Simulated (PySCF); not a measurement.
## Structure from NMR data

The spectra below were simulated for a compound C5H14OSi.

¹H NMR (300 MHz, computed): δ 3.58 (q, 2H), 1.25 (t, 3H), 0.07 (s, 9H).

¹³C{¹H} NMR (computed): δ 60.9 (CH2), 21.2 (CH3), -1.6 (CH3).

Computational details: NMR shieldings at B3LYP/pcSseg-1/GIAO, PBE0-D3(BJ)/def2-SVP geometry, in PySCF (non-relativistic Hamiltonian, no solvent model, a single conformation, fast rotation and ring inversion assumed for equivalent nuclei).

References, each an isolated molecule treated in the same way: TMS for ¹H (31.38 ppm) and ¹³C (179.24 ppm).

**Question.** Deduce the structure.

**Answer.** 
The formula gives 0 degrees of unsaturation. 3 carbon signals for 5 carbons: some carbons are equivalent by symmetry or fast rotation. Carbon types of the structure: 1 × CH2, 4 × CH3, which accounts for all hydrogens. δC 60.9: sp3 CH2 bonded to O; the inductive effect lowers its shielding. δC 21.2: methyl carbon; a saturated carbon with 1 carbon neighbour and no heteroatom attached. δC -1.6: methyl carbon bonded to Si; an electropositive neighbour leaves it electron-rich and shielded. δH 3.58: hydrogen on an sp3 CH2 bonded to O; its carbon carries O, which withdraws density. δH 1.25: hydrogen on a methyl carbon. δH 0.07: hydrogen on a methyl carbon bonded to Si; an electropositive neighbour shields it, as in TMS itself.

The compound is `CCO[Si](C)(C)C`.

The data come from this structure; uniqueness wasn't tested.

Shifts are as computed. Against solution values, carbons near 30 ppm lie about +2 ppm off and those near 130 ppm about +6 ppm. Of 1211 compounds with measured shifts, 218 miss one by over three times the rms of a fit or turn the order of signals round; such compounds aren't used in these exercises. No couplings were computed; multiplicities are counted from neighbouring protons, with m where these are inequivalent, close in shift, in a saturated or five-membered ring or joined by F or P, and br s for small geminal =CH2 splittings.
